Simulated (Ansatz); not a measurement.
Relaxation of C$_{3}$H$_{9}$GeNSi (15 atoms, charge 0, multiplicity 1), to a largest force component of 0.015 eV/Å in at most 40 steps.

These are results of Ansatz 0.2.0, RHF/def2-SVP, not measurements.

```xyz
15
Properties=species:S:1:pos:R:3
C -2.387 -0.769 -1.791
C -1.455 -0.412 -1.183
Ge 0.061 0.086 -0.220
C 1.121 -1.505 0.349
N 1.205 1.121 -1.298
Si -0.532 1.309 1.660
H -3.272 -0.998 -2.344
H 0.423 -2.117 0.987
H 1.351 -2.081 -0.500
H 1.953 -1.223 0.950
H 0.791 1.137 -2.216
H 1.174 2.127 -0.906
H -1.306 2.528 1.224
H 0.644 1.688 2.435
H -1.405 0.450 2.511
```

Task: Where does it end, and by what steps?

Result: The forces met the threshold. The force dipped under the threshold on the way, but the program's further checks kept it going. After 10 steps the energy has fallen by 0.606 eV; H11 moved furthest, 0.87 Å.

```json
{"step": "0", "energy less start (eV)": "0.0000", "largest force component (eV/Å)": "3.401", "accepted": "yes"}
{"step": "1", "energy less start (eV)": "-0.4383", "largest force component (eV/Å)": "1.185", "accepted": "yes"}
{"step": "2", "energy less start (eV)": "-0.5303", "largest force component (eV/Å)": "0.635", "accepted": "yes"}
{"step": "3", "energy less start (eV)": "-0.5578", "largest force component (eV/Å)": "0.669", "accepted": "yes"}
{"step": "4", "energy less start (eV)": "-0.5823", "largest force component (eV/Å)": "0.239", "accepted": "yes"}
{"step": "5", "energy less start (eV)": "-0.6004", "largest force component (eV/Å)": "0.088", "accepted": "yes"}
{"step": "6", "energy less start (eV)": "-0.6027", "largest force component (eV/Å)": "0.049", "accepted": "yes"}
{"step": "7", "energy less start (eV)": "-0.6053", "largest force component (eV/Å)": "0.012", "accepted": "yes"}
{"step": "8", "energy less start (eV)": "-0.6056", "largest force component (eV/Å)": "0.045", "accepted": "yes"}
{"step": "9", "energy less start (eV)": "-0.6056", "largest force component (eV/Å)": "0.039", "accepted": "yes"}
{"step": "10", "energy less start (eV)": "-0.6060", "largest force component (eV/Å)": "0.014", "accepted": "yes"}
```

```xyz
15
Properties=species:S:1:pos:R:3
C -2.489 -0.743 -1.725
C -1.494 -0.419 -1.140
Ge 0.099 0.121 -0.165
C 1.111 -1.500 0.245
N 1.167 1.210 -1.180
Si -0.621 1.362 1.774
H -3.373 -1.031 -2.248
H 0.508 -2.193 0.833
H 1.403 -2.001 -0.679
H 2.013 -1.251 0.806
H 1.560 0.800 -2.008
H 0.801 2.116 -1.411
H -1.258 2.635 1.358
H 0.541 1.671 2.644
H -1.600 0.565 2.553
```

Time of the run: 38 s on 2 threads of Arm Neoverse V2, on a shared host, peak memory 0.47 GiB.
